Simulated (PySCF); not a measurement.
## A small calculation by hand: chemical shift, span and skew from a shielding tensor

3-bromo-1,1-difluoropropa-1,2-diene (C3HBrF2), SMILES FC(F)=C=CBr. Atoms are numbered in the order given.

```xyz
7

F     -2.8057     0.2412     1.0819
C     -2.1005    -0.0263     0.0000
F     -2.8057     0.2412    -1.0819
C     -0.8833    -0.5070     0.0000
C      0.3407    -0.9508     0.0000
Br     1.8784     0.1878     0.0000
H      0.6174    -2.0093     0.0000
```

Coordinates come from a B3LYP-D3(BJ)/def2-SVP optimisation.

GIAO shieldings from PBE/pcSseg-1 (PySCF), non-relativistic, no solvent. The symmetric part of the tensor of F1 has the principal values 208.4, 221.0, 262.1 ppm. The same nucleus in CFCl3 has σ = 133.6 ppm at this level (PySCF, at its B3LYP-D3(BJ)/def2-TZVP geometry). Without spin–orbit terms, shifts of atoms bonded to Cl or Br come out too high.

Q: Work out the isotropic shielding, the ¹⁹F shift against CFCl3, the span and the skew.

A: 
σ(iso) = (σ11 + σ22 + σ33)/3 = 230.5 ppm. δ = σ(ref) − σ(iso) = 133.6 − (230.5) = -96.9 ppm.
Span Ω = σ33 − σ11 = 53.7 ppm. Skew κ = 3(σ(iso) − σ22)/Ω = 0.53. Tumbling in solution averages the tensor to δ; in a static solid the shielding alone would spread this spin-1/2 line over Ω.
